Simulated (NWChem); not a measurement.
System: BaClF; SMILES [F][Ba][Cl]

Results from NWChem. def2 effective core potentials on Ba; no spin-orbit coupling. The level has its own optimisation; frequencies are unscaled.

Question: Estimate the computed values for PBE/def2-SVP. Quantities: r Ba–F (Å); r Ba–Cl (Å); highest harmonic frequency (cm⁻¹); lowest (cm⁻¹); zero-point energy (kcal/mol).

Answer: 
| Property | Result |
|---|---|
| r Ba–F (Å) | 2.235 |
| r Ba–Cl (Å) | 2.774 |
| highest harmonic frequency (cm⁻¹) | 481 |
| lowest (cm⁻¹) | 68 |
| zero-point energy (kcal/mol) | 1.2 |
